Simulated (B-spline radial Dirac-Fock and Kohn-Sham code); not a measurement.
Elastic and transport cross sections of iridium for electrons

The computed values come from a radial B-spline solver: relativistic (Dirac) partial waves in the static field of the Dirac-Fock atom with Furness-McCarthy exchange, without polarisation or absorption potentials. σ_tr1 and σ_tr2 weight the cross section with 1 − P₁ and 1 − P₂ of cos θ; "backward" is the share scattered beyond 90°.

```tsv
energy (eV)	σ (a₀²)	σ_tr1 (a₀²)	σ_tr2 (a₀²)	σ/σ_tr1	backward (%)
11400	2.82	0.130	0.213	21.6	1.4
12000	2.74	0.121	0.200	22.6	1.3
12600	2.66	0.113	0.188	23.6	1.2
13200	2.59	0.105	0.178	24.6	1.2
13400	2.57	0.103	0.175	24.9	1.1
15400	2.37	0.0841	0.147	28.1	0.97
16900	?	?	?	?	?
19700	2.05	0.0585	0.107	35.0	0.73
20000	2.03	0.0572	0.105	35.5	0.71
20600	1.99	0.0547	0.101	36.5	0.69
30000	1.59	0.0311	0.0607	51.1	0.44
50000	1.16	0.0143	0.0298	81.3	0.23
```

Q: Fill in the row for 16.9 keV.

A: σ = 2.24 a₀², σ_tr1 = 0.0734 a₀², σ_tr2 = 0.130 a₀², σ/σ_tr1 = 30.6, backward 0.87 %. The ratio σ/σ_tr1 is roughly the number of elastic collisions that randomise the direction.
